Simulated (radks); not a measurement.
Results of a calculation; reference values are marked as such.
Excited configurations of Cu: one electron is placed in a higher orbital outside [Ar] 3d10. The ground configuration is [Ar] 3d10 4s1. Code: a radial shooting solver on a logarithmic mesh with Libxc functionals. Model: scalar-relativistic Kohn-Sham, SCAN, spin-polarised, spherical densities, finite nucleus; open shells are filled with parallel spins first; meta-GGA in the generalised Kohn-Sham scheme; Fermi nuclear charge, rms radius 3.8823 fm. Excitation = E - E(ground); binding = E(ion) - E, where the ion is the core of charge +1; n* = 1/sqrt(2 binding) in atomic units, and the quantum defect is n - n*.

| outer orbital | excitation (eV) | binding (eV) | n* | quantum defect | <r> (bohr) |
|---|---|---|---|---|---|
| 4p | 4.438 | 3.982 | 1.848 | 2.152 | 4.455 |
| 4d | 6.902 | 1.518 | 2.994 | 1.006 | 10.54 |
| 4f | 7.537 | 0.883 | 3.924 | 0.076 | 17.97 |
| 5p | 6.634 | 1.786 | 2.760 | 2.240 | 11.09 |
| 5d | 7.495 | 0.926 | 3.834 | 1.166 | 20.14 |
| 6f | 7.991 | 0.429 | 5.629 | 0.371 | 46.27 |
| 7d | 7.984 | 0.436 | 5.588 | 1.412 | 48.13 |
| 7f | 8.100 | 0.321 | 6.515 | 0.485 | 64.78 |

The Delta-SCF ionisation energy is 8.420 eV (NIST Atomic Spectra Database: 7.726 eV, measured). Self-interaction in the functional shifts the binding energies and quantum defects, so they are the method's values and not measured ones.
